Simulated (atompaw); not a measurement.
# Building the PAW (atompaw) potential for aluminium (Al) (PBE, scalar-relativistic).

Input for atompaw 4.2.0.5:

```
Al 13
GGA-PBE scalarrelativistic loggrid 1500 logderivrange -3 5 201
3 3 0 0 0 0
3 1 1
0 0 0
c
c
v
c
v
2
2.55 2.25 1.65 2.15
y
-0.05
n
y
4.4
n
y
0.2
n
bloechl sinc
3 -0.5 troulliermartins
PWSCFOUT
UPFDX 0.0125d0 UPFXMIN -7.d0 UPFZMESH 13.d0
END
```

Command:

```bash
atompaw < Al.input > Al.log
```

Output (summary file):

```
Completed calculations for Al (AE)

 Exchange-correlation type: GGA, Perdew-Burke-Ernzerhof

 Radial integration grid is logarithmic
 r0 =   6.0512684E-04 h =   7.8666489E-03   n =      1500 rmax =   8.0000000E+01

 Scalar relativistic calculation

 AEatom converged in  31 iterations
   nz     =  13.00
   delta  =       5.440530952873E-17

 All Electron Orbital energies:
  n  l      occupancy      energy
  1  0      2.0000000E+00 -1.1106708E+02
  2  0      2.0000000E+00 -7.9499927E+00
  3  0      2.0000000E+00 -5.6982842E-01
  2  1      6.0000000E+00 -5.1186704E+00
  3  1      1.0000000E+00 -1.9933563E-01

 Total energy
   Total                    :     -485.36937290474447

 ---
 Completed calculations for Al (SC)

 Exchange-correlation type: GGA, Perdew-Burke-Ernzerhof

 Radial integration grid is logarithmic
 r0 =   6.0512684E-04 h =   7.8666489E-03   n =      1500 rmax =   8.0000000E+01

 Scalar relativistic calculation

 SCatom converged in   1 iterations
   nz     =  13.00
   delta  =       1.586559051210E-17

 Valence Electron Orbital energies:
  n  l      occupancy      energy
   3  0      2.0000000E+00 -5.6982842E-01
   3  1      1.0000000E+00 -1.9933563E-01

 Total energy
   Total                    :     -485.36937290458991
   Valence                  :      -39.22637731770865

 PAW parameters:
       lmax =            2
         rc =    2.5502840337800681
        irc =         1062
   rc_shape =    2.2663606056514092
    rc_vloc =    1.6543539811720838
    rc_core =    2.1618460066300975
   Vloc: Norm-conserving Troullier-Martins with l= 3;e=  -5.0000E-01
   Projector type: Bloechl + Gram-Schmidt ortho.
   Sinc^2 compensation charge shape zeroed at   2.2664E+00

 Number of basis functions     5
 No.   n  nodes  l      Energy         Cp coeff         Occ
  1    3    2    0   -0.5698284E+00 -0.6553905E+01  0.2000000E+01
  2  999    3    0   -0.5000000E-01  0.3086840E+01  0.0000000E+00
  3    3    1    1   -0.1993356E+00 -0.3867280E+01  0.1000000E+01
  4  999    2    1    0.4400000E+01 -0.7047895E+01  0.0000000E+00
  5  999    0    2    0.2000000E+00  0.1737634E+00  0.0000000E+00

 Eigenvalues of overlap operator (in the basis of projectors):
    1        5.12049693E-03
    2        3.39712139E-01
    3        6.73302091E-01
    4        4.50934276E+00
    5        4.78279238E+00

 Orbital leakage outside PAW augmentation regions
   orb  is_core?  %out_of_sphere
   1 0    T           0.00
   2 0    T           0.00
   3 0    F          43.63
   2 1    T           0.02
   3 1    F          68.91

 Summary of PAW energies
   Total valence energy     :    -39.22637968589784
   Smooth energy            :      0.60407062670041
   One center               :    -39.83045031259825
   Smooth kinetic           :      1.72281002516649
   Vloc energy              :     -1.69895507509788
   Smooth exch-corr         :     -1.83074542665853
   One-center xc            :    -35.03120403319297
```

The run took about 1.9 s on one core of a shared server CPU.
